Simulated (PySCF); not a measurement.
Predicted microwave data (PBE0/pcSseg-1 in PySCF (dipole) on a GFN2-xTB geometry, gas phase) for one isomer of C8H14Si:

| Quantity | Value |
| --- | --- |
| Rotational constants | A = 1862, B = 1185, C = 990.9 MHz |
| Dipole components | \|μa\| = 0.76 D, \|μb\| = 0.51 D, \|μc\| = 0.11 D |
| Inertial defect | -187.67 u·Å² |
| κ | -0.55 |

**Question.** Which structure is it? (One computed conformer of each.)
A. `[CH:1]#[C:2][CH2:3][CH2:4][CH2:5][SiH:6]1[CH2:7][CH2:8][CH2:9]1` with C2–C3–C4–C5 -64°, C3–C4–C5–Si6 177°, C4–C5–Si6–C7 168°, C5–Si6–C7–C8 -126°, Si6–C7–C8–C9 13°, C7–C8–C9–Si6 -13°, C5–Si6–C9–C8 126°
B. `[CH3:1][C:2]1=[CH:3][C@@H:4]1[C@@:5]1([CH3:6])[CH2:7][CH2:8][SiH2:9]1` with C3–C4–C5–C6 91°
C. `[CH3:1][C:2]1=[CH:3][C@@H:4]1[C@:5]1([CH3:6])[CH2:7][CH2:8][SiH2:9]1` with C3–C4–C5–C6 -153°, C2–C3–C4–C5 107°, C4–C5–C7–C8 -133°, C5–C7–C8–Si9 12°, C7–C8–Si9–C5 -9°
D. `[CH2:1]=[CH:2][C@@H:3]([CH2:4][CH3:5])[C:6]1=[CH:7][SiH2:8][CH2:9]1` with C1–C2–C3–C4 121°, C2–C3–C4–C5 -176°, C2–C3–C6–C7 113°
E. `[SiH3:1][CH2:2][C@@H:3]1[CH2:4][C@@H:5]2[CH:6]=[CH:7][C@H:8]1[CH2:9]2` with Si1–C2–C3–C4 177°

**Answer.** B. It is CC1=C[C@@H]1[C@@]1(C)CC[SiH2]1, an asymmetric top, point group C1. The candidates at the same level (rigid rotor, commonest isotopes):

| SMILES | A (MHz) | B (MHz) | C (MHz) | μa (D) | μb (D) | μc (D) | Δ (u·Å²) | point group | rotor |
| --- | --- | --- | --- | --- | --- | --- | --- | --- | --- |
| CC1=C[C@@H]1[C@]1(C)CC[SiH2]1 | 2265 | 976.3 | 941.4 | 0.79 | 0.14 | 0.25 | -203.89 | C1 | near-prolate asymmetric top |
| C=C[C@@H](CC)C1=C[SiH2]C1 | 1826 | 935.1 | 720.6 | 0.39 | 0.30 | 0.25 | -115.90 | C1 | asymmetric top |
| CC1=C[C@@H]1[C@@]1(C)CC[SiH2]1 | 1862 | 1185 | 990.9 | 0.76 | 0.51 | 0.11 | -187.67 | C1 | asymmetric top |
| [SiH3]C[C@@H]1C[C@@H]2C=C[C@H]1C2 | 2956 | 924.6 | 879.3 | 0.62 | 0.57 | 0.13 | -142.81 | C1 | near-prolate asymmetric top |
| C#CCCC[SiH]1CCC1 | 3785 | 532.4 | 492.8 | 0.06 | 0.53 | 0.37 | -57.24 | C1 | near-prolate asymmetric top |

`C=C[C@@H](CC)C1=C[SiH2]C1` has C 27 % too low; `CC1=C[C@@H]1[C@]1(C)CC[SiH2]1` has A 22 % too high; `[SiH3]C[C@@H]1C[C@@H]2C=C[C@H]1C2` has A 59 % too high; `C#CCCC[SiH]1CCC1` has A 103 % too high. No structure here is proved a minimum.
